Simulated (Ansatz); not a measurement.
Coupled-cluster diagnostics for the cluster Ba4⁺ (the lowest doublet isomer of a short search), Ansatz.

Geometry of the doublet (PBE/def2-SVP):

```xyz
4

Ba    1.068    2.511   -0.232
Ba    1.569   -2.052   -0.929
Ba   -2.278   -0.013   -1.521
Ba   -0.359   -0.446    2.682
```

In the def2 sets Ba takes a core potential; there is no spin–orbit coupling. Correlated methods freeze no core orbitals; core or outer-core shells of Ba are correlated, in sets that lack core-valence functions. The structure comes from a short search, and lower isomers may exist.

Geometry of the charge 1 quartet (PBE/def2-SVP):

```xyz
4

Ba    1.277   -1.025    2.065
Ba   -2.581   -0.518    0.119
Ba    1.094   -1.083   -2.139
Ba    0.210    2.626   -0.045
```

Question: Estimate the CCSD(T) correlation energy, the shares of MP2 and (T), T1 and the reference's ⟨S²⟩ for: charge 1, doublet, own geometry in def2-SVP; charge 1, quartet, own geometry in def2-SVP; and the rough time on 4 threads of Arm Neoverse V1 on a shared host.

Answer: 
| state | basis | correlation (eV) | MP2 share (%) | (T) share (%) | T1 | ⟨S²⟩ (pure) | wall time | remarks |
| --- | --- | --- | --- | --- | --- | --- | --- | --- |
| charge 1, doublet, own geometry | def2-SVP | -13.644 | 79.9 | 4.6 | 0.082 | 2.69 (0.75) | 2.1 min | large T1, spin-contaminated |
| charge 1, quartet, own geometry | def2-SVP | -13.838 | 79.0 | 5.1 | 0.110 | 5.03 (3.75) | 1.8 min | large T1, spin-contaminated |
Customary marks for T1 are 0.02 (closed shells), 0.045 (open shells) and about 0.05 (3d metals). T1 exceeds 0.02 in 2 of 2 rows and 0.045 in 2; the higher it lies, the less the single-reference result can be trusted.
